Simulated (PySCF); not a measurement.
A structure optimised at B3LYP-D3(BJ)/def2-SVP, used in a PySCF frequency run:

```xyz
11

B      0.1216     0.3907     1.1414
F     -0.9943    -0.1479     1.6274
O      0.6595    -0.0632    -0.0475
C     -0.0986    -0.3309    -1.1525
C      0.6651    -1.1541    -2.1522
O     -1.2171     0.0834    -1.2808
H      0.0542    -1.3148    -3.0478
H      0.9401    -2.1202    -1.7008
H      1.6034    -0.6420    -2.4146
O      0.8016     1.3314     1.8242
H      0.3924     1.5526     2.6706
```

Q: Write its SMILES and formula.

A: CC(=O)OB(O)F, C2H4BFO3

Q: What are its rotational constants (standard atomic weights)?

A: 5.4710, 1.7055, 1.4706 GHz
